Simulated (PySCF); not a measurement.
Al(Br)(OH)2 (AlBrH2O2), SMILES [OH][Al]([OH])[Br]. Geometry optimised at r2SCAN-D4/def2-SVP. The values are those of a single conformer.

Give the equilibrium geometry at r2SCAN-D4/def2-SVP (PySCF confirms it by a frequency run) as bond lengths and angles, and its point group. (The exact figures need the calculation; the answer reports its results.)

One answer among several that fit: point group C2v.
Atoms: Al1 Br2 O3 H4 O5 H6. Bond lengths (Å): Al1–Br2 2.256, Al1–O3 1.689, Al1–O5 1.689, O3–H4 0.960, O5–H6 0.960. Bond angles (°): Br2–Al1–O3 121.4, Br2–Al1–O5 121.4, O3–Al1–O5 117.1, Al1–O3–H4 125.9, Al1–O5–H6 125.9.
